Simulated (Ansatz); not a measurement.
`CC(C)(C)OS(=O)(=O)CC(F)(F)C(F)F`, relaxed as a singlet with RKS r2SCAN-D4/def2-SVP in Ansatz, starting from the GFN2-xTB geometry. Force threshold 0.03 eV/Å.

Start:

```tsv
atom	x (Å)	y (Å)	z (Å)
C1	2.484	0.048	-1.172
C2	1.065	-0.514	-1.116
C3	1.068	-2.029	-0.912
C4	0.276	-0.123	-2.360
O5	0.401	0.008	0.065
S6	-0.151	1.478	0.175
O7	-1.328	1.696	-0.593
O8	0.899	2.440	0.053
C9	-0.594	1.392	1.950
C10	-1.362	0.151	2.332
F11	-1.808	0.273	3.623
F12	-0.572	-0.948	2.360
C13	-2.610	-0.182	1.478
F14	-3.342	0.925	1.273
F15	-2.268	-0.694	0.287
H16	2.971	-0.272	-2.089
H17	3.062	-0.303	-0.321
H18	2.447	1.133	-1.143
H19	1.555	-2.272	0.029
H20	0.047	-2.396	-0.874
H21	1.598	-2.513	-1.727
H22	-0.765	-0.413	-2.246
H23	0.694	-0.617	-3.234
H24	0.315	0.955	-2.503
H25	0.344	1.427	2.499
H26	-1.194	2.275	2.160
H27	-3.235	-0.924	2.004
```

Problem. Estimate the energy that the relaxation releases and the steps that it takes.

Solution. 27.4 kJ/mol, in 15 steps; 94 s on 4 threads of Intel Xeon on a shared host. The force fell under the threshold at step 8, but the optimiser went on and released 0.005 eV more. No frequencies were taken in this run, so the end may be a saddle point.

Problem. Does the start keep its bonding?

Solution. By distances, no bond broke or formed. The bond that changes most is O5–S6, from 1.57 to 1.62 Å (atoms count from 1).

Problem. Predict the relaxed structure.

Solution. 
Cartesian coordinates in Å:
```
C 2.550 -0.040 -1.039
C 1.110 -0.510 -1.202
C 0.983 -2.021 -1.089
C 0.472 0.012 -2.484
O 0.350 -0.047 -0.009
S -0.287 1.439 0.071
O -1.533 1.522 -0.682
O 0.743 2.457 -0.133
C -0.659 1.406 1.836
C -1.362 0.194 2.425
F -1.695 0.533 3.709
F -0.531 -0.870 2.498
C -2.665 -0.276 1.767
F -3.458 0.798 1.562
F -2.411 -0.879 0.592
H 3.167 -0.437 -1.861
H 2.964 -0.403 -0.086
H 2.606 1.058 -1.053
H 1.383 -2.367 -0.124
H -0.074 -2.320 -1.155
H 1.546 -2.507 -1.901
H -0.591 -0.263 -2.535
H 0.997 -0.427 -3.346
H 0.554 1.107 -2.556
H 0.299 1.532 2.361
H -1.285 2.296 1.992
H -3.173 -0.986 2.444
```
Bond lengths: 5 × C–C 1.52 to 1.53 Å; 4 × C–F 1.35 to 1.37 Å; 3 × O–S 1.46 to 1.62 Å; 1 × C–S 1.80 Å; 1 × C–O 1.49 Å; 12 × C–H 1.10 to 1.11 Å.
